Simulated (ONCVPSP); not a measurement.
## Transferability test, ONCV potential for Mg

```json
{"Element": "magnesium (Mg)", "Generator": "ONCVPSP 4.0.1", "Type": "optimised norm-conserving Vanderbilt (ONCV)", "Functional": "LDA (Perdew-Zunger)", "Relativity": "scalar-relativistic", "Frozen core": "[Ne]", "Valence charge": "2", "Reference configuration": "3s2", "Partial waves": "3s: rc 2.35 bohr, ncon 5, nbas 10, qcut 2.1 1/bohr, local; p scattering state at 0.18 Ha: rc 2.35 bohr, ncon 4, nbas 8, qcut 3.3 1/bohr, 1 projector", "Local potential": "the s channel", "Core correction": "Teter function, fcfact 5.5, rcfact 1.4"}
```

In the p channel the program set the typed energies aside and used 0.050 Ha.

Energies are relative to the spin-unpolarised reference configuration 3s2; without spin polarisation the order of configurations can differ from experiment.

| valence configuration | charge | ΔE all-electron (eV) | error AE − PS (meV) |
| --- | --- | --- | --- |
| 3s1 3p1 | 0 | 3.523 | -3.4 |
| 3s0 3p1 | +1 | 12.465 | -43 |

What are ΔE and the potential's error for 3s1?

ΔE = 8.074 eV all-electron; the error (AE − PS) is -8.6 meV.

What are ΔE and the potential's error for 3s1.5?

ΔE = 3.192 eV all-electron; the error (AE − PS) is -1.1 meV.

Levels in the configuration 3s1.5:

```csv
level,all-electron (eV),pseudo (eV)
3s,-8.032,-8.038
```
